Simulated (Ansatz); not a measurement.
Harmonic vibrations of Cl₄FHMoO (`[OH][Mo]([F])([Cl])([Cl])([Cl])[Cl]`) by finite differences.

```yaml
crystal:
  periodic: [false, false, false]
  atoms:
    - {symbol: O, position_ang: [-1.495366, -0.194806, 0.457334]}
    - {symbol: Mo, position_ang: [0.298263, -0.037251, 0.110549]}
    - {symbol: F, position_ang: [0.748397, -0.570180, 1.813919]}
    - {symbol: Cl, position_ang: [0.516225, -2.234092, -0.461471]}
    - {symbol: Cl, position_ang: [-0.501694, 0.609239, -1.976918]}
    - {symbol: Cl, position_ang: [0.403609, 2.091629, 0.921399]}
    - {symbol: Cl, position_ang: [2.357409, 0.301840, -0.782611]}
    - {symbol: H, position_ang: [-2.234743, -0.023480, -0.138002]}
basis:
  gaussian: {orbitals: def2-TZVP}
hamiltonian: {xc: pbe0, dispersion: d4}
phonons: {temperatures: {t_min: 298.15, t_max: 900, t_step: 200}}
```

```sh
$ ansatz run in.yaml --threads 4 --pin off --events-out ev --progress --plain --max-ram 11315MiB
```

Output, abridged:

```
Functional definition: PBE0
mean field -56713.95536639 eV, -2084.1994176153 hartree, gradient 1.5e-5 eV, S^2 0.000000; 0 other end points of the search recorded, 0 dependent functions left out
mean field -56713.95514252 eV, -2084.1994093881 hartree, gradient 1.9e-6 eV, S^2 0.000000; 0 other end points of the search recorded, 0 dependent functions left out
mean field -56713.95524391 eV, -2084.1994131142 hartree, gradient 2.0e-6 eV, S^2 0.000000; 0 other end points of the search recorded, 0 dependent functions left out
mean field -56713.95533741 eV, -2084.1994165504 hartree, gradient 1.9e-6 eV, S^2 0.000000; 0 other end points of the search recorded, 0 dependent functions left out
mean field -56713.95535719 eV, -2084.1994172771 hartree, gradient 2.0e-6 eV, S^2 0.000000; 0 other end points of the search recorded, 0 dependent functions left out
mean field -56713.95531877 eV, -2084.1994158653 hartree, gradient 1.8e-6 eV, S^2 0.000000; 0 other end points of the search recorded, 0 dependent functions left out
mean field -56713.95526003 eV, -2084.1994137066 hartree, gradient 1.9e-6 eV, S^2 0.000000; 0 other end points of the search recorded, 0 dependent functions left out
mean field -56713.95525507 eV, -2084.1994135241 hartree, gradient 1.8e-6 eV, S^2 0.000000; 0 other end points of the search recorded, 0 dependent functions left out
mean field -56713.95521285 eV, -2084.1994119726 hartree, gradient 1.9e-6 eV, S^2 0.000000; 0 other end points of the search recorded, 0 dependent functions left out
mean field -56713.95528333 eV, -2084.1994145628 hartree, gradient 1.8e-6 eV, S^2 0.000000; 0 other end points of the search recorded, 0 dependent functions left out
mean field -56713.95528174 eV, -2084.1994145044 hartree, gradient 2.0e-6 eV, S^2 0.000000; 0 other end points of the search recorded, 0 dependent functions left out
mean field -56713.95524784 eV, -2084.1994132585 hartree, gradient 2.0e-6 eV, S^2 0.000000; 0 other end points of the search recorded, 0 dependent functions left out
mean field -56713.95526310 eV, -2084.1994138194 hartree, gradient 1.8e-6 eV, S^2 0.000000; 0 other end points of the search recorded, 0 dependent functions left out
mean field -56713.95536078 eV, -2084.1994174091 hartree, gradient 1.9e-6 eV, S^2 0.000000; 0 other end points of the search recorded, 0 dependent functions left out
mean field -56713.95535602 eV, -2084.1994172343 hartree, gradient 1.9e-6 eV, S^2 0.000000; 0 other end points of the search recorded, 0 dependent functions left out
mean field -56713.95533851 eV, -2084.1994165907 hartree, gradient 1.9e-6 eV, S^2 0.000000; 0 other end points of the search recorded, 0 dependent functions left out
mean field -56713.95535945 eV, -2084.1994173603 hartree, gradient 1.9e-6 eV, S^2 0.000000; 0 other end points of the search recorded, 0 dependent functions left out
mean field -56713.95532943 eV, -2084.1994162570 hartree, gradient 1.9e-6 eV, S^2 0.000000; 0 other end points of the search recorded, 0 dependent functions left out
mean field -56713.95525775 eV, -2084.1994136229 hartree, gradient 2.0e-6 eV, S^2 0.000000; 0 other end points of the search recorded, 0 dependent functions left out
mean field -56713.95536625 eV, -2084.1994176100 hartree, gradient 1.9e-6 eV, S^2 0.000000; 0 other end points of the search recorded, 0 dependent functions left out
mean field -56713.95535228 eV, -2084.1994170967 hartree, gradient 2.0e-6 eV, S^2 0.000000; 0 other end points of the search recorded, 0 dependent functions left out
mean field -56713.95525114 eV, -2084.1994133798 hartree, gradient 1.9e-6 eV, S^2 0.000000; 0 other end points of the search recorded, 0 dependent functions left out
mean field -56713.95539518 eV, -2084.1994186733 hartree, gradient 1.9e-6 eV, S^2 0.000000; 0 other end points of the search recorded, 0 dependent functions left out
mean field -56713.95535208 eV, -2084.1994170894 hartree, gradient 1.9e-6 eV, S^2 0.000000; 0 other end points of the search recorded, 0 dependent functions left out
mean field -56713.95536314 eV, -2084.1994174956 hartree, gradient 2.0e-6 eV, S^2 0.000000; 0 other end points of the search recorded, 0 dependent functions left out
mean field -56713.95532136 eV, -2084.1994159604 hartree, gradient 2.0e-6 eV, S^2 0.000000; 0 other end points of the search recorded, 0 dependent functions left out
mean field -56713.95538378 eV, -2084.1994182544 hartree, gradient 1.9e-6 eV, S^2 0.000000; 0 other end points of the search recorded, 0 dependent functions left out
mean field -56713.95537732 eV, -2084.1994180169 hartree, gradient 1.9e-6 eV, S^2 0.000000; 0 other end points of the search recorded, 0 dependent functions left out
mean field -56713.95534073 eV, -2084.1994166724 hartree, gradient 1.9e-6 eV, S^2 0.000000; 0 other end points of the search recorded, 0 dependent functions left out
mean field -56713.95527049 eV, -2084.1994140908 hartree, gradient 1.9e-6 eV, S^2 0.000000; 0 other end points of the search recorded, 0 dependent functions left out
mean field -56713.95539018 eV, -2084.1994184894 hartree, gradient 1.9e-6 eV, S^2 0.000000; 0 other end points of the search recorded, 0 dependent functions left out
mean field -56713.95536356 eV, -2084.1994175112 hartree, gradient 1.9e-6 eV, S^2 0.000000; 0 other end points of the search recorded, 0 dependent functions left out
mean field -56713.95535566 eV, -2084.1994172209 hartree, gradient 2.0e-6 eV, S^2 0.000000; 0 other end points of the search recorded, 0 dependent functions left out
mean field -56713.95538762 eV, -2084.1994183954 hartree, gradient 1.9e-6 eV, S^2 0.000000; 0 other end points of the search recorded, 0 dependent functions left out
mean field -56713.95526299 eV, -2084.1994138155 hartree, gradient 1.9e-6 eV, S^2 0.000000; 0 other end points of the search recorded, 0 dependent functions left out
mean field -56713.95539304 eV, -2084.1994185944 hartree, gradient 1.9e-6 eV, S^2 0.000000; 0 other end points of the search recorded, 0 dependent functions left out
mean field -56713.95531719 eV, -2084.1994158072 hartree, gradient 1.9e-6 eV, S^2 0.000000; 0 other end points of the search recorded, 0 dependent functions left out
mean field -56713.95539481 eV, -2084.1994186594 hartree, gradient 1.9e-6 eV, S^2 0.000000; 0 other end points of the search recorded, 0 dependent functions left out
mean field -56713.95525907 eV, -2084.1994136711 hartree, gradient 1.9e-6 eV, S^2 0.000000; 0 other end points of the search recorded, 0 dependent functions left out
mean field -56713.95536596 eV, -2084.1994175994 hartree, gradient 1.9e-6 eV, S^2 0.000000; 0 other end points of the search recorded, 0 dependent functions left out
mean field -56713.95534815 eV, -2084.1994169449 hartree, gradient 1.9e-6 eV, S^2 0.000000; 0 other end points of the search recorded, 0 dependent functions left out
mean field -56713.95533313 eV, -2084.1994163929 hartree, gradient 1.9e-6 eV, S^2 0.000000; 0 other end points of the search recorded, 0 dependent functions left out
mean field -56713.95537449 eV, -2084.1994179128 hartree, gradient 1.9e-6 eV, S^2 0.000000; 0 other end points of the search recorded, 0 dependent functions left out
mean field -56713.95524796 eV, -2084.1994132629 hartree, gradient 1.9e-6 eV, S^2 0.000000; 0 other end points of the search recorded, 0 dependent functions left out
mean field -56713.95528863 eV, -2084.1994147575 hartree, gradient 1.9e-6 eV, S^2 0.000000; 0 other end points of the search recorded, 0 dependent functions left out
mean field -56713.95536189 eV, -2084.1994174498 hartree, gradient 1.9e-6 eV, S^2 0.000000; 0 other end points of the search recorded, 0 dependent functions left out
mean field -56713.95535775 eV, -2084.1994172976 hartree, gradient 1.9e-6 eV, S^2 0.000000; 0 other end points of the search recorded, 0 dependent functions left out
mean field -56713.95529554 eV, -2084.1994150114 hartree, gradient 1.9e-6 eV, S^2 0.000000; 0 other end points of the search recorded, 0 dependent functions left out
mean field -56713.95531448 eV, -2084.1994157077 hartree, gradient 1.9e-6 eV, S^2 0.000000; 0 other end points of the search recorded, 0 dependent functions left out
Total energy: -56714.30531800 eV, -2084.2122780996 hartree
Atom 0 at    -1.495366    -0.194806     0.457334 Å, force    -0.001108     0.000257     0.000030 eV/Å
Atom 1 at     0.298263    -0.037251     0.110549 Å, force     0.001028    -0.001056     0.000727 eV/Å
Atom 2 at     0.748397    -0.570180     1.813919 Å, force    -0.000537     0.000532    -0.000675 eV/Å
Atom 3 at     0.516225    -2.234092    -0.461471 Å, force    -0.000112     0.000250    -0.000299 eV/Å
Atom 4 at    -0.501694     0.609239    -1.976918 Å, force    -0.000311     0.000119    -0.000384 eV/Å
Atom 5 at     0.403609     2.091629     0.921399 Å, force     0.000076     0.000036    -0.000129 eV/Å
Atom 6 at     2.357409     0.301840    -0.782611 Å, force     0.000993     0.000199     0.000125 eV/Å
Atom 7 at    -2.234743    -0.023480    -0.138002 Å, force    -0.000029    -0.000337     0.000604 eV/Å
Dipole moment:    -0.408713     0.025607    -0.112879 e Å
Vibrations: 69.81 84.43 87.19 164.78 171.34 193.90 221.10 263.37 269.10 330.34 346.50 381.17 408.51 461.74 600.63 686.95 757.82 3828.54 cm⁻¹, zero-point energy 0.578214 eV
```

Run time 6.6 min (4 threads of an Arm Neoverse V1 on a shared host); peak host memory 1.1 GiB.
